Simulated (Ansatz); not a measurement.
Consider the formal loss of a carbene: `CO[Si]N` → `[CH2]` (triplet) + `N[Si]O`.

Gas-phase electronic energies from Ansatz, PBE0-D4/def2-TZVP geometries. CBS: MP2 limit from def2 TZ/QZ plus the TZ coupled-cluster correction, frozen cores. This one scheme is used for every species. DFT in def2-TZVPP. Triplets are unrestricted, without spin–orbit coupling. One conformer a species, not always the lowest.

```tsv
level	ΔE (kJ/mol)
r2SCANh-D4	364.8
SCS-MP2/def2-TZVPP	390.6
```

Question: What does CCSD(T)/CBS give? (Best estimate.)

Answer: Computed: +385.8 kJ/mol. The listed levels differ from it by -21.0, 4.8 kJ/mol.

Largest T1 diagnostic among the species: 0.014.

In def2-TZVPP, CCSD(T) changes the Hartree–Fock value by +127.4 kJ/mol (the triples alone add +10.9 kJ/mol) and MP2 by +135.9 kJ/mol. From PBE to PBE0 (25 % exact exchange), in def2-TZVPP and without D4, ΔE moves by −9.1 kJ/mol. At CCSD(T), def2-SVP lies −4.1 kJ/mol from the extrapolated value and def2-TZVPP −9.1 kJ/mol.
